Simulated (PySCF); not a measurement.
C₃H₁₂AsB.
Numbering: `[BH3-:1][AsH2+:2][CH2:3][CH2:4][CH3:5]` (hydrogens: H6, H7, H8 on B1; H9, H10 on As2; H11, H12 on C3; H13, H14 on C4; H15, H16, H17 on C5)

Level of theory: core-valence-separated Tamm–Dancoff BHandHLYP/aug-pcX-1 (pcseg-1 on H, def2-SVPD on As) in PySCF, non-relativistic, gas phase, PBE0-D3(BJ)/def2-SVP geometry. The energies are unshifted.

**Question.** Give energies, oscillator strengths and core holes at the C K edge.

**Answer.** 
```json
{"E (eV)": "285.41", "f": "0.0088", "core hole on": "C5", "main final orbital": "LUMO+1 (54 %)"}
{"E (eV)": "285.48", "f": "0.0445", "core hole on": "C3", "main final orbital": "spread"}
{"E (eV)": "285.74", "f": "0.0172", "core hole on": "C4", "main final orbital": "LUMO (76 %)"}
{"E (eV)": "286.14", "f": "0.0530", "core hole on": "C5", "main final orbital": "LUMO+2/LUMO+3 (2 roots, f summed)"}
{"E (eV)": "286.23", "f": "0.0209", "core hole on": "C3", "main final orbital": "LUMO (36 %)"}
{"E (eV)": "286.35", "f": "0.0313", "core hole on": "C4", "main final orbital": "LUMO+3 (56 %)"}
{"E (eV)": "286.55", "f": "0.0033", "core hole on": "C5", "main final orbital": "LUMO (38 %)"}
{"E (eV)": "286.73", "f": "0.0327", "core hole on": "C3", "main final orbital": "LUMO+3 (52 %)"}
{"E (eV)": "286.94", "f": "0.0040", "core hole on": "C4", "main final orbital": "LUMO+1 (83 %)"}
{"E (eV)": "287.07", "f": "0.0015", "core hole on": "C4", "main final orbital": "LUMO+2 (84 %)"}
{"E (eV)": "287.09", "f": "0.0032", "core hole on": "C3", "main final orbital": "LUMO+1 (40 %)"}
{"E (eV)": "287.33", "f": "0.0011", "core hole on": "C5", "main final orbital": "LUMO+4 (38 %)"}
{"E (eV)": "287.44", "f": "0.0052", "core hole on": "C5", "main final orbital": "LUMO+2 (39 %)"}
{"E (eV)": "287.47", "f": "0.0030", "core hole on": "C3", "main final orbital": "LUMO+8 (52 %)"}
```

The first line with a tenth or more of the strongest one's intensity is at 285.41 eV (f = 0.009), with the hole on C5 (methyl carbon). The strongest listed is at 286.14 eV (f = 0.053, sum of 2; C5).

**Question.** Give energies, oscillator strengths and core holes at the B K edge.

**Answer.** 
| E (eV) | f | core hole on | main final orbital |
| --- | --- | --- | --- |
| 188.23 | 0.0466 | B1 | LUMO (34 %) |
| 189.08 | 0.0073 | B1 | LUMO+2 (37 %) |
| 189.35 | 0.0014 | B1 | LUMO+4 (45 %) |
| 189.40 | 0.0000 | B1 | LUMO+8 (40 %) |
| 189.87 | 0.0151 | B1 | LUMO+3 (45 %) |
| 189.90 | 0.0141 | B1 | spread |
| 190.18 | 0.0092 | B1 | spread |

The first line with a tenth or more of the strongest one's intensity is at 188.23 eV (f = 0.047), with the hole on B1 (four-coordinate boron). It is also the strongest listed.

Roots within 0.03 eV whose holes lie on the same, on equivalent or on shared atoms are summed into one line, and the highest roots are left out, as the search may have cut off their partners. Final orbitals are the ground state's empty Kohn–Sham orbitals.

**Question.** What is the summed oscillator strength of the listed C K lines, and their intensity-weighted mean energy?

**Answer.** Σf = 0.230 over 14 lines from 285.41 to 287.47 eV; the weighted mean is 286.17 eV. The strongest line holds 23 % of the sum.

The ionisation thresholds weren't computed; near and above them a finite basis only mimics Rydberg series and continuum. Relativistic effects, spin–orbit coupling among them, are left out although an element past zinc is present.

The run took 16 s of wall time on one thread of an x86-64 server, on a shared host.

Conformer computed: `[BH3-:1][AsH2+:2][CH2:3][CH2:4][CH3:5]`: B1–As2–C3–C4 180°, As2–C3–C4–C5 180°.

One conformer stands for the species.
